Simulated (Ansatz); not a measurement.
Hg₅Te₅H₁₈, relaxed as a singlet with RKS PBE-D4/def2-SVP in Ansatz, starting from the GFN1-xTB geometry. Force threshold 0.03 eV/Å.

In the def2 sets Hg, Te take a core potential; there is no spin–orbit coupling. In the singlet geometry the species has come apart into loosely held pieces.

Start:

```tsv
atom	x (Å)	y (Å)	z (Å)
Hg1	2.0589	3.4208	-0.5070
Hg2	4.6506	-0.3318	2.9770
Hg3	-2.0870	2.0908	-2.7281
Hg4	-4.2262	-3.1375	-1.7194
Hg5	-0.7371	-0.1515	1.4787
Te6	-0.0452	1.3943	-0.7449
Te7	1.8687	-1.3236	2.3172
Te8	3.9366	2.1320	1.5000
Te9	-2.0094	-2.5523	0.2590
Te10	-3.8919	-0.3482	-2.6515
H11	2.9723	3.2289	-1.8681
H12	1.4074	4.5949	0.4501
H13	5.5594	-1.2075	1.9191
H14	4.4572	0.0328	4.5716
H15	-1.3545	1.8182	-4.1826
H16	-3.0679	3.1756	-1.9645
H17	-3.4236	-4.0496	-2.8316
H18	-5.5251	-3.1232	-0.7071
H19	-1.5821	0.2612	2.8224
H20	0.7614	0.2563	-1.5690
H21	2.0772	-2.5988	1.3471
H22	1.4678	-2.2646	3.5648
H23	5.3541	2.5483	0.8554
H24	4.0584	3.2822	2.6238
H25	-0.7713	-3.4965	-0.1712
H26	-2.3484	-3.4813	1.5335
H27	-4.2283	-0.4838	-4.2224
H28	-5.3320	0.3137	-2.3523
```

Q: Estimate the energy that the relaxation releases and the steps that it takes.

A: 91.3 kcal/mol, in 37 steps; 1.9 min on 2 threads of AMD EPYC 7R13 on a shared host and a share (18 GiB) of an NVIDIA H100 80GB HBM3. The force fell under the threshold at step 18, but the optimiser went on and released 0.050 eV more. No frequencies were taken in this run, so the end may be a saddle point.

Q: Does the start keep its bonding?

A: Bonds lost: Hg1–Te6, Hg1–Te8, Hg2–Te7, Hg2–Te8, Hg3–Te6, Hg3–Te10, Hg4–Te9, Hg4–Te10 (atoms count from 1). The end holds 3 separate pieces.

Q: Predict the relaxed structure.

A: 
```xyz
28

Hg    1.5028    4.2693   -1.2853
Hg    5.3985   -0.7251    3.1218
Hg   -1.0815    2.6922   -3.6576
Hg   -4.5608   -3.7925   -2.0583
Hg   -1.0639    0.2906    1.8696
Te   -0.0528    1.0659   -0.5626
Te    1.8232   -1.3930    2.6628
Te    3.1854    1.7667    1.1031
Te   -2.2380   -2.6647    0.5402
Te   -3.1722   -0.1572   -2.1362
H     2.0684    3.6443   -2.7301
H     0.9352    4.9304    0.1402
H     5.7248   -1.1499    1.5402
H     5.1205   -0.2894    4.7070
H    -0.6294    1.5513   -4.7862
H    -1.5335    3.8692   -2.5549
H    -3.3244   -3.8945   -3.1761
H    -5.8282   -3.7048   -0.9782
H    -1.8030    0.1870    3.3523
H     0.6479   -0.4363   -0.8483
H     2.0630   -1.8180    1.0572
H     1.1244   -2.9165    2.9399
H     4.4758    2.2693    2.0894
H     2.1234    2.5997    2.1007
H    -0.9407   -2.7249   -0.5224
H    -1.4174   -3.7368    1.5715
H    -4.7652   -0.5225   -2.6088
H    -3.7823    0.7902   -0.8909
```
Bond lengths (bridged metal pairs left out): 1 × Hg–Te 2.75 Å; 9 × H–Te 1.68 to 1.70 Å; 9 × H–Hg 1.66 to 1.67 Å.
